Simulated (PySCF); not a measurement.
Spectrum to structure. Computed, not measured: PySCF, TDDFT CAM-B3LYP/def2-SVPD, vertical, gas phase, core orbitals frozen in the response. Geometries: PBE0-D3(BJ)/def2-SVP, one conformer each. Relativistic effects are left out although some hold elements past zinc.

| state | E (eV) | f | main configurations (H = HOMO, L = LUMO) |
| --- | --- | --- | --- |
| S1 | 4.67 | 0.0010 | H→L (69%), H→L+5 (9%), H→L+3 (8%) |
| S2 | 5.40 | 0.104 | H→L+1 (82%) |
| S3 | 5.50 | 0.172 | H→L+3 (60%), H→L+2 (26%) |
| S4 | 5.65 | 0.0001 | H→L+2 (63%), H→L+3 (15%), H→L (12%) |
| S5 | 6.38 | 0.023 | H→L+5 (41%), H→L+6 (18%), H→L+7 (12%) |
| S6 | 6.43 | 0.031 | H→L+4 (89%) |
| S7 | 6.67 | 0.014 | H→L+6 (59%), H→L+5 (10%), H→L+7 (9%) |
| S8 | 7.13 | 0.012 | H→L+7 (49%), H→L+5 (16%), H→L+10 (10%) |
| S9 | 7.39 | 0.0065 | H→L+8 (29%), H→L+9 (24%), H→L+6 (12%) |
| S10 | 7.50 | 0.0026 | H→L+8 (30%), H→L+10 (12%), H-2→L+1 (12%) |

Triplets computed (Tamm–Dancoff): 3.78, 4.29, 5.13, 5.47 eV.

**Question.** Which structure fits? All have the formula C5H10Se.
A. `CC(C)(C)C=[Se]`
B. `CCC(=[Se])CC`
C. `C[C@@H]1CCC[Se]1`
D. `CC/C=C\[Se]C`

**Answer.** D. Its S1, at 4.67 eV, is the highest among the candidates; the nearest of the others has S1 at 4.41 eV. S1 is HOMO→LUMO (69%), HOMO→LUMO+5 (9%), HOMO→LUMO+3 (8%). Löwdin shares by element: HOMO selenium 53%, carbon 38% or more; LUMO selenium 60%, hydrogen 14% or more, carbon 12% or more (atoms not listed hold the other 15%). At the same level the other candidates give, for their lowest levels:
- `CC(C)(C)C=[Se]`: 2.10 eV (f 0.000); 5.31 eV (f 0.277); 5.73 eV (f 0.000); 5.79 eV (f 0.035); 5.83 eV (f 0.062); T1 1.66 eV; HOMO -7.41, LUMO -1.21 eV
- `CCC(=[Se])CC`: 2.23 eV (f 0.000); 5.00 eV (f 0.222); 5.67 eV (f 0.065); 5.69 eV (f 0.003); 5.92 eV (f 0.015); T1 1.83 eV; HOMO -7.26, LUMO -1.04 eV
- `C[C@@H]1CCC[Se]1`: 4.41 eV (f 0.000); 5.62 eV (f 0.031); 5.83 eV (f 0.024); 6.17 eV (f 0.033); 6.66 eV (f 0.005); T1 3.97 eV; HOMO -7.20, LUMO 0.89 eV

Conformer computed: `[CH3:1][CH2:2]/[CH:3]=[CH:4]\[Se:5][CH3:6]`: C1–C2–C3–C4 -119°, C3–C4–Se5–C6 178°.
